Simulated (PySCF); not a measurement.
H₅Ta, neutral, multiplicity 1. Atoms are numbered in the order given.

```xyz
6

Ta     0.0000     0.0000    -0.0193
H     -1.0955     1.0955     0.8038
H     -1.0955    -1.0955     0.8038
H      1.0955     1.0955     0.8038
H      1.0955    -1.0955     0.8038
H      0.0000     0.0000    -1.8093
```

Coordinates come from a PBE0-D3(BJ)/def2-TZVPD optimisation. The spin state was assumed, not searched. The def2 effective core potentials stand for the cores of Ta; spin–orbit coupling is left out.

These are ωB97X/def2-TZVPD in PySCF values and carry that method's errors.

Mulliken values depend strongly on the basis, most of all with diffuse functions as here. ESP charges are fitted to the potential on shells at 1.4 to 2.0 van der Waals radii. Atomic charges (e):

| atom | ESP fit | Mulliken |
|---|---|---|
| Ta1 | 1.29 | 1.03 |
| H2 | -0.25 | -0.17 |
| H3 | -0.25 | -0.17 |
| H4 | -0.25 | -0.17 |
| H5 | -0.25 | -0.17 |
| H6 | -0.27 | -0.33 |
